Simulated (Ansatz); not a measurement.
Consider the substitution at a C–Ge bond: `[CH3][GeH2][O]C=O` + `[SiH3][SiH2]S` → `CS[SiH2][SiH3]` + `O=C[O][GeH3]`.

Isolated molecules relaxed with PBE0-D4/def2-TZVP in Ansatz; ΔE leaves out vibrations. CCSD(T)/CBS is the MP2 limit (def2-TZVPP, def2-QZVPP) plus CCSD(T) − MP2 in def2-TZVPP, frozen cores. Functionals use def2-TZVPP. B3LYP here is the variant with VWN-RPA as its local correlation; programs differ in this. For Ge outer-core shells are correlated without core-valence functions, which leaves a few kJ/mol of doubt a bond. Scalar relativity is left out up to krypton. Each species was taken in one conformer, which may not be the lowest.

`[CH3][GeH2][O]C=O`:

Z-matrix (Å, degrees):
```
C
Ge 1 1.935
H 1 1.089 2 109.6
H 1 1.091 2 109.8 3 120.4
H 1 1.092 2 109.7 3 -120.3
O 2 1.847 1 109.4 3 -69.5
H 2 1.535 1 113.0 3 -179.4
H 2 1.532 1 114.8 3 51.2
C 6 1.315 2 115.0 1 65.3
O 9 1.204 6 125.2 2 -0.7
H 9 1.101 6 111.5 2 179.3
```

`[SiH3][SiH2]S`:

Cartesian coordinates in Å:
```
Si -0.978 0.926 -0.768
Si 0.790 -0.225 0.240
S -0.095 -1.847 1.325
H -1.723 0.019 -1.680
H -0.441 2.070 -1.554
H -1.907 1.444 0.271
H 1.740 -0.731 -0.788
H 1.546 0.673 1.154
H 1.067 -2.329 1.800
```

`CS[SiH2][SiH3]`:

Cartesian coordinates in Å:
```
C -0.702 -2.412 -0.556
S 0.672 -1.228 -0.455
Si -0.376 0.503 0.205
Si 1.195 2.222 0.418
H -1.449 -2.082 -1.277
H -1.165 -2.556 0.421
H -0.278 -3.359 -0.891
H -1.439 0.875 -0.773
H -1.054 0.240 1.507
H 2.240 1.843 1.406
H 1.840 2.494 -0.893
H 0.515 3.460 0.887
```

`O=C[O][GeH3]`:

```xyz
8

O    -1.114   -1.111   -0.918
C    -0.057   -1.429   -0.440
O     0.742   -0.617    0.222
Ge    0.096    1.100    0.367
H     0.362   -2.445   -0.505
H    -1.218    1.062    1.147
H    -0.041    1.688   -1.037
H     1.229    1.752    1.164
```

**Question.** Is it downhill or uphill in electronic energy at CCSD(T)/CBS, and by how much? (Estimate.)

**Answer.** Ansatz gave: Uphill: ΔE = +0.55 eV.

**Question.** What do these levels give: PBE-D4, B2PLYP, PBE, PBE0, B3LYP, HF/def2-TZVPP, SCS-MP2/def2-TZVPP, CCSD/def2-TZVPP, CCSD(T)/def2-TZVPP, MP2/def2-QZVPP, SCS-MP2/def2-QZVPP, HF/CBS(def2)? (An estimate is asked.)

**Answer.** The calculation gave: PBE-D4 0.48, B2PLYP 0.53, PBE 0.49, PBE0 0.51, B3LYP 0.51, HF/def2-TZVPP 0.53, SCS-MP2/def2-TZVPP 0.55, CCSD/def2-TZVPP 0.58, CCSD(T)/def2-TZVPP 0.57, MP2/def2-QZVPP 0.56, SCS-MP2/def2-QZVPP 0.54, HF/CBS(def2) 0.51 eV.

Largest T1 diagnostic among the species: 0.015.

In def2-TZVPP, CCSD(T) changes the Hartree–Fock value by +0.05 eV (the triples alone add −0.01 eV) and MP2 by +0.05 eV.
